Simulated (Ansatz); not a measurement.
Computed with frozen-core CCSD(T)/def2-TZVPP // BP86-D3(BJ)/def2-SVP (Ansatz, an electronic-structure program).

Ansatz 0.2 input:
```yaml
crystal:
  periodic: [false, false, false]
  atoms:
    - { symbol: Nb, position_ang: [-0.052528, 0.279857, -0.557372] }
    - { symbol: Cl, position_ang: [-0.281471, -0.940639, 1.523165] }
    - { symbol: Cl, position_ang: [-0.383882, -0.624623, -2.660638] }
    - { symbol: O, position_ang: [0.370332, 2.120808, -0.645498] }
    - { symbol: H, position_ang: [-0.355032, 2.778051, -0.624464] }
    - { symbol: O, position_ang: [-1.902436, 0.585688, -0.204818] }
    - { symbol: H, position_ang: [-2.454074, 0.252562, 0.528788] }
    - { symbol: O, position_ang: [1.735805, -0.301209, -0.350684] }
    - { symbol: H, position_ang: [2.186725, -0.854829, 0.314667] }
basis:
  gaussian: { orbitals: def2-TZVPP }
correlation:
  method: ccsd_t
```

Output:

```
Functional definition: HF
1734 factors; integrals over basis functions are off by at most 1.0e-3 eV
mean field evaluation 1: about -32699.9228 eV, gradient 7.4e1 eV
mean field evaluation 2: about -32700.2270 eV, gradient 7.5e1 eV
mean field evaluation 4: about -32710.1335 eV, gradient 7.3e0 eV
mean field evaluation 8: about -32710.3044 eV, gradient 9.4e-1 eV
mean field evaluation 16: about -32710.3075 eV, gradient 3.0e-6 eV
mean field -32710.30752779 eV, -1202.0816298035 hartree, gradient 3.0e-6 eV, S^2 0.000000; 0 other end points of the search recorded, 0 dependent functions left out
13 core orbitals not correlated
reference -32710.30752779 eV, -1202.0816298035 hartree; 24, 24 occupied and 238, 238 virtual orbitals, 1734 factors
second order -43.20329118 eV of doubles, -0.00000000 eV of singles
cycle   1  -41.48214120 eV  change     1.7e0 eV  update   2.6e-1
cycle   2  -42.85061257 eV  change    -1.4e0 eV  update   1.5e-1
cycle   3  -43.23176581 eV  change   -3.8e-1 eV  update   4.8e-2
cycle   4  -43.21980403 eV  change    1.2e-2 eV  update   1.9e-2
cycle   5  -43.19846502 eV  change    2.1e-2 eV  update   7.3e-3
cycle   6  -43.19799945 eV  change    4.7e-4 eV  update   3.0e-3
cycle   7  -43.19951781 eV  change   -1.5e-3 eV  update   1.6e-3
cycle   8  -43.19886252 eV  change    6.6e-4 eV  update   7.0e-4
cycle   9  -43.19899810 eV  change   -1.4e-4 eV  update   2.8e-4
cycle  10  -43.19946260 eV  change   -4.6e-4 eV  update   1.4e-4
cycle  11  -43.19919882 eV  change    2.6e-4 eV  update   5.7e-5
cycle  12  -43.19909484 eV  change    1.0e-4 eV  update   2.9e-5
cycle  13  -43.19915599 eV  change   -6.1e-5 eV  update   1.2e-5
cycle  14  -43.19913267 eV  change    2.3e-5 eV  update   6.2e-6
perturbative correction -2.18973719 eV, -0.0804713574 hartree
Total energy: -32755.69639764 eV, -1203.7496400050 hartree
```

Cost: around 40 core-minutes (rough).
